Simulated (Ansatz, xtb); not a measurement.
Two isomers of C3H9AlF2O

Structure X is `C[O+]([AlH3-])CC(F)F`, a singlet and structure Y is `C[O+](C)[AlH2-][CH](F)F`, a singlet. Both are isolated molecules in the gas phase, relaxed with B3LYP-D3(BJ)/def2-SVP, each in the lowest conformer that the search found.

X (Å):

```yaml
atoms:
  - { symbol: C, position_ang: [0.8618, -0.3324, 1.5596] }
  - { symbol: C, position_ang: [0.2079, 1.5419, 0.1391] }
  - { symbol: C, position_ang: [-0.9427, 1.0621, -0.7290] }
  - { symbol: Al, position_ang: [2.6861, 0.2478, -0.8458] }
  - { symbol: F, position_ang: [-1.7384, 2.1269, -0.9924] }
  - { symbol: F, position_ang: [-1.6818, 0.1376, -0.0520] }
  - { symbol: O, position_ang: [1.1343, 0.4925, 0.4126] }
  - { symbol: H, position_ang: [-0.1073, -0.8334, 1.4410] }
  - { symbol: H, position_ang: [0.8619, 0.2937, 2.4654] }
  - { symbol: H, position_ang: [1.6724, -1.0681, 1.6093] }
  - { symbol: H, position_ang: [3.4188, 1.6528, -0.6329] }
  - { symbol: H, position_ang: [1.8580, 0.0990, -2.2095] }
  - { symbol: H, position_ang: [3.3132, -1.0650, -0.1896] }
  - { symbol: H, position_ang: [-0.1895, 1.9512, 1.0815] }
  - { symbol: H, position_ang: [0.7581, 2.3327, -0.3906] }
  - { symbol: H, position_ang: [-0.5999, 0.6110, -1.6747] }
```

Y (Å):

```yaml
atoms:
  - { symbol: C, position_ang: [-0.7352, -0.7352, -1.3104] }
  - { symbol: C, position_ang: [1.0823, -0.6047, -2.8879] }
  - { symbol: C, position_ang: [2.2566, -0.0232, 0.3595] }
  - { symbol: Al, position_ang: [1.8022, -1.8785, -0.3212] }
  - { symbol: F, position_ang: [1.0758, 0.6108, 0.7513] }
  - { symbol: F, position_ang: [2.7503, 0.7343, -0.7047] }
  - { symbol: O, position_ang: [0.5495, -1.2391, -1.7131] }
  - { symbol: H, position_ang: [-1.4425, -0.8511, -2.1455] }
  - { symbol: H, position_ang: [-0.6457, 0.3182, -1.0089] }
  - { symbol: H, position_ang: [-1.0605, -1.3385, -0.4548] }
  - { symbol: H, position_ang: [2.0207, -1.1175, -3.1294] }
  - { symbol: H, position_ang: [0.3643, -0.7212, -3.7138] }
  - { symbol: H, position_ang: [1.2818, 0.4565, -2.6815] }
  - { symbol: H, position_ang: [0.8303, -2.7229, 0.6151] }
  - { symbol: H, position_ang: [2.9304, -2.5711, -1.2050] }
  - { symbol: H, position_ang: [2.9692, 0.1304, 1.1920] }
```

**Question.** Estimate E(Y) − E(X) at the level CCSD(T)/def2-SVP + ΔMP2/def2-TZVPP.

**Answer.** Not settled: CCSD(T)/def2-SVP + ΔMP2/def2-TZVPP gives E(Y) − E(X) = −3.3 kcal/mol, but this leans on the basis-set step: CCSD(T) alone gives −0.8 kcal/mol.

Level by level:

```
                             level               geometry  E(Y) − E(X) (kcal/mol)  departure from the last row (kcal/mol)  job, with rough time for the two
             B3LYP-D3(BJ)/def2-SVP  B3LYP-D3(BJ)/def2-SVP                      −2.3                                    +1.0                optimisation, 70 s
                       HF/def2-SVP  B3LYP-D3(BJ)/def2-SVP                      +0.6                                    +4.0           part of the CCSD(T) run
                      MP2/def2-SVP  B3LYP-D3(BJ)/def2-SVP                      −0.9                                    +2.5           part of the CCSD(T) run
                  CCSD(T)/def2-SVP  B3LYP-D3(BJ)/def2-SVP                      −0.8                                    +2.5                      single point
CCSD(T)/def2-SVP + ΔMP2/def2-TZVPP  B3LYP-D3(BJ)/def2-SVP                      −3.3                                                        single point, 94 s
```

As drawn, Y has 1 C–Al, 1 C–H in place of 1 C–C, 1 Al–H.

HF/def2-SVP puts the two in the other order. The largest departure from CCSD(T)/def2-SVP + ΔMP2/def2-TZVPP is that of HF/def2-SVP, 4.0 kcal/mol. Levels run at GFN2-xTB geometries aren't shown. The last row adds to CCSD(T) the change of the MP2 difference between the two basis sets, here −2.5 kcal/mol.

With thermal terms from frequencies at re-optimised GFN2-xTB minima (ideal gas, soft modes damped towards free rotors, one conformer each, 298.15 K, 1 atm): on the last row, ΔE + ΔZPE = −2.0, ΔH = −1.4, ΔG = −2.7 kcal/mol.

The correlated steps freeze 11 core orbitals. Run with Ansatz 0.2.0, xtb 6.7.1; the last row on 4 threads of Arm Neoverse V1 on a shared host.
